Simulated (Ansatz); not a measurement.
BrFHInO (`[OH][In]([F])[Br]`), relaxed with RKS PBE0-D4/def2-TZVP in Ansatz from a PBE-D4/def2-SVP geometry. The force threshold is 0.005 eV/Å; the program also tests the step.

Charge 0, multiplicity 1. In takes the def2 core potential.

Start:

```xyz
5

O    -0.675    1.086   -1.000
In    0.394   -0.246    0.053
F     2.184   -0.685   -0.628
Br   -0.365   -1.374    2.132
H    -1.538    1.218   -0.557
```

```
step  energy (eV)  largest force (eV/Å)  largest move (Å)
   1  -79992.4254                 0.730             0.000
   2  -79992.4736                 0.401             0.078
   3  -79992.4844                 0.073             0.034
   4  -79992.4851                 0.021             0.013
   5  -79992.4851                 0.033             0.008
   6  -79992.4852                 0.004             0.006
```

End:

```xyz
5

O    -0.653    1.053   -0.968
In    0.382   -0.249    0.066
F     2.135   -0.663   -0.624
Br   -0.347   -1.362    2.105
H    -1.517    1.221   -0.579
```

It took 13 s on 2 threads of a server CPU on a shared host, with 0.46 GiB of host memory at the peak.
